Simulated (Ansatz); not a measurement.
A run for Ansatz (a quantum-chemistry and plane-wave program): R-PBE/def2-TZVPP on C2H8BN (SMILES CBNC).

Ansatz 0.2 input:
```yaml
crystal:
  periodic: [false, false, false]
  atoms:
    - {symbol: C, position_ang: [-1.54583569, 0.62969125, -0.05195245]}
    - {symbol: B, position_ang: [-0.66033284, -0.54042460, 0.51371987]}
    - {symbol: N, position_ang: [0.68637595, -0.74162234, 0.21241376]}
    - {symbol: C, position_ang: [1.56154313, 0.03366333, -0.65005223]}
    - {symbol: H, position_ang: [-1.95813388, 1.21575332, 0.77626373]}
    - {symbol: H, position_ang: [-1.04726071, 1.32274566, -0.73150237]}
    - {symbol: H, position_ang: [-2.41433293, 0.21735333, -0.57633378]}
    - {symbol: H, position_ang: [-1.14690764, -1.33900333, 1.26414305]}
    - {symbol: H, position_ang: [1.14843306, -1.52984891, 0.63898477]}
    - {symbol: H, position_ang: [1.01183882, 0.86498088, -1.08408059]}
    - {symbol: H, position_ang: [1.95537410, -0.57562791, -1.46820000]}
    - {symbol: H, position_ang: [2.40923862, 0.44233930, -0.09312579]}
basis:
  gaussian:
    orbitals: def2-TZVPP
hamiltonian:
  xc: {name: PBE}
scf: {lower_state_search: off}
```

It printed:

```
WARN ansatz: RAYON_NUM_THREADS=1 ignored (pool sized by the plan → 1); use --threads N
Functional definition: PBE
these checks for a lower state are left out or cut short: stability, starts, cluster_reference, orbital_swaps, neighbouring_geometries, increment
integrals: 0.12 GiB planned
1156 factors; their error is unknown
mean field: 1.07 GiB planned
mean field evaluation 1: about -4350.7797 eV, gradient 8.6e1 eV
mean field evaluation 2: about -4316.4248 eV, gradient 1.4e2 eV
mean field evaluation 4: about -4367.0135 eV, gradient 1.4e1 eV
mean field evaluation 8: about -4367.4378 eV, gradient 2.8e-1 eV
mean field evaluation 16: about -4367.4136 eV, gradient 3.3e-4 eV
mean field -4367.41362489 eV, -160.4994903755 hartree, gradient 5.2e-6 eV, S^2 0.000000; 0 other end points of the search recorded, 0 dependent functions left out
reference -4367.41367051 eV, -160.4994920520 hartree; 16, 16 occupied and 220, 220 virtual orbitals, 1156 factors
Total energy: -4367.41367051 eV, -160.4994920520 hartree
Checks for a lower state left out: stability, starts, cluster_reference, orbital_swaps, neighbouring_geometries, increment
```

The calculation finished and met its thresholds.

Cost: around 2.7 core-seconds (rough).
